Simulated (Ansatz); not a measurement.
Program: Ansatz. Geometries: PBE0-D4/def2-TZVP. ΔE: electronic, gas phase. CBS: MP2 limit from def2 TZ/QZ plus the TZ coupled-cluster correction, frozen cores. This one scheme is used for every species. DFT in def2-TZVPP. HSE06 is defined as in plane-wave codes. For Mg outer-core shells are correlated without core-valence functions, which leaves a few kJ/mol of doubt a bond. One conformer a species, not always the lowest.

`CC(C)[O][MgH]` + `CF` → `[F][MgH]` + `COC(C)C`  (formal exchange of groups at a Mg–O bond)

```json
{"level": "r2SCAN0-D4", "ΔE (kJ/mol)": "-69.0"}
{"level": "PBE0", "ΔE (kJ/mol)": "-69.3"}
{"level": "HSE06", "ΔE (kJ/mol)": "-69.1"}
{"level": "HF/def2-SVP", "ΔE (kJ/mol)": "-57.2"}
```

Q: What does CCSD(T)/CBS give? (Best estimate.)

A: Ansatz gave: -68.7 kJ/mol. The listed levels differ from it by -0.3, -0.6, -0.4, 11.5 kJ/mol.

Largest T1 diagnostic among the species: 0.011.

In def2-TZVPP, CCSD(T) changes the Hartree–Fock value by −8.9 kJ/mol (the triples alone add −1.1 kJ/mol) and MP2 by −12.9 kJ/mol. Leaving LDA and LC-ωPBE aside and taking each functional with its dispersion term where it has one, the values, not all of them listed here, spread over 5.9 kJ/mol, from revPBE-D4 to BHLYP-D4. LDA lies −3.1 kJ/mol from PBE without D4.
